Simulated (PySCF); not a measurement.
Species: C4H10FNSi.
Atom-mapped SMILES: `[NH2:1][Si@H:2]([CH2:3][F:4])[CH:5]1[CH2:6][CH2:7]1`

Structure used (GFN2-xTB), in Å, numbered top down from 1:
```
atom  x, y, z in Å
N1     0.7266    1.5043   -0.8021
Si2    0.7099    0.4605    0.5660
C3     2.2113   -0.6945    0.2769
F4     3.3752    0.0546    0.2393
C5    -0.8838   -0.5382    0.5450
C6    -2.1858    0.1264    0.1997
C7    -1.5766   -0.8448   -0.7539
H8     0.0083    2.2020   -0.9096
H9     1.6138    1.8723   -1.1089
H10    0.8741    1.0954    1.8868
H11    2.3451   -1.4214    1.0797
H12    2.1649   -1.2305   -0.6733
H13   -0.9604   -1.3116    1.3000
H14   -3.0733   -0.1681    0.7404
H15   -2.1722    1.1734   -0.0618
H16   -1.1422   -0.4555   -1.6615
H17   -2.0419   -1.8123   -0.8726
```

NICS = −σ at a ghost point: NICS(0) at the centroid of the ring atoms, NICS(1) 1 Å to either side along the normal of their mean plane, zz for the tensor component along that normal. Level: GIAO PBE0/pcSseg-1 (PySCF, non-relativistic, gas phase) on the GFN2-xTB geometry, one conformer.

Ring bond lengths (Å), with Mayer bond orders in brackets: C5–C6 1.502 (0.96), C6–C7 1.491 (0.97), C7–C5 1.504 (0.96).

What do the NICS probes read (ppm)?

```csv
ring,type,NICS(0),"NICS(1), two faces","NICS(1)zz, two faces",rms pucker (Å),"centre to ring atoms, mean (Å)"
C5–C6–C7,3-membered carbocycle; formal bonds all single,-45.7,-9.5 / -8.2,-26.7 / -24.3,0.00,0.87
```

What can be read from them?

- C5–C6–C7: mean NICS(1)zz -25.5 ppm, shielded. C5, C6, C7 have four or more neighbours, and the NICS criterion for π rings isn't applied. NICS(0) lies 37 ppm below the mean NICS(1).

What field does 14.1 T along the ring normal induce along that normal at the first NICS(1) probe listed for ring C5–C6–C7, 1 Å off the ring?

NICSzz × B0 = -26.7 ppm × 14.1 T = -376 μT, against the applied field.

What are the shieldings of the ring atoms and their hydrogens in the same run (means over atoms taken as equivalent)?

| atoms | environment | σ isotropic (ppm) |
| --- | --- | --- |
| C5 | sp3 carbon bound to silicon | 192.1 |
| C6 | three-membered-ring carbon | 185.6 |
| C7 | three-membered-ring carbon | 185.2 |
| H13 | methine hydrogen | 32.30 |
| H14 | methylene hydrogen | 31.08 |
| H15 | methylene hydrogen | 31.73 |
| H16 | methylene hydrogen | 30.96 |
| H17 | methylene hydrogen | 31.25 |

Time: 43 s of wall time; peak memory 0.80 GiB. Hardware: one thread, Arm Neoverse N1 (aarch64) (shared host). This is the whole shielding run at PBE0/pcSseg-1, SCF included.
